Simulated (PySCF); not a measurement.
# One molecule, several mistakes: BCFH4Si

All numbers below are calculated, not measured. They come from PySCF 2.14.0, an open-source quantum chemistry program, on an isolated molecule that a program drew, which may never have been made. The molecule is BCFH4Si (charge 0, singlet), drawn as the SMILES string `B=C[SiH2]F`.

Each row is a Hartree-Fock (HF) and frozen-core CCSD(T) single point in the cc-pV(D+d)Z basis, meant for a local HF minimum. Run 1 is clean. Each other run has one planted mistake out of seven kinds, and not every kind appears here: one electron removed, one electron added, multiplicity raised by two, geometry at a saddle point, minimal basis STO-3G, one bond length entered in bohr, all coordinates scaled. The reference is restricted for singlets and unrestricted otherwise, and also for a bond in bohr. Adding or removing an electron swaps singlet and doublet. Electrons count all cores. HOMO and LUMO are orbital energies over both spins, the gradient is its largest component, and the lowest frequency (negative if imaginary) is given only where the gradient is small. Bond lengths are over the 7 bonds as drawn. T1 is the CCSD diagnostic: over 0.02 (restricted) or 0.045 (unrestricted) a single reference is doubtful.

Geometry of the clean run:
```xyz
8
BCFH4Si, angstrom
B     0.5862    0.9519   -0.3297
C     0.1861    0.1445   -1.3753
Si   -1.0659   -1.1554   -1.0435
F    -1.4398   -1.0442    0.5348
H     0.9025    1.6199    0.5836
H     0.5888    0.2563   -2.3783
H    -2.3193   -0.9689   -1.7989
H    -0.5652   -2.5238   -1.2745
```

```
run,electrons,basis functions,<S^2>,HOMO (eV),LUMO (eV),gradient (hartree/bohr),lowest frequency (cm^-1),mean bond (Å),longest bond (Å),T1,HF (hartree),CCSD(T) (hartree),mistake
1,38,85,0.000,-9.49,2.14,3.1e-05,132,1.4362,1.835,0.0137,-453.27336,-453.81642,no fault
2,37,85,0.756,-17.68,-7.04,5.3e-02,-,1.4362,1.835,0.0188,-452.97393,-453.47244,one electron removed
3,38,85,0.000,-9.34,1.99,2.6e-02,-,1.4764,1.886,0.0144,-453.26723,-453.81469,all coordinates scaled
4,39,85,0.784,0.13,8.87,4.3e-02,-,1.4362,1.835,0.0179,-453.23000,-453.78806,one electron added
5,38,85,1.042,-8.79,0.74,1.7e-02,-,1.6694,3.468,0.0372,-453.13534,-453.65479,?
```

**Which mistake was planted in run 5, and what did it cost?**

The mean bond changes by a factor of 1.162 and the longest by 1.890, so the molecule wasn't scaled as a whole. A length L in bohr read as angstrom grows by (1/0.5292 - 1) L = 0.890 L. The 7 bonds together grew by 7 x 0.2332 = 1.632 Å, which gives L = 1.835 Å. That is bond C2-Si3, 1.835 Å in the clean geometry. So the mistake is: one bond length entered in bohr. Subtracting run 1 and multiplying by 627.51 kcal/mol a hartree, the energy moved by 86.6 kcal/mol in HF and 101.4 kcal/mol in CCSD(T).

Cautions from the logs. Run 4: the HOMO is above zero, so the electron isn't bound and the energy depends on the basis.
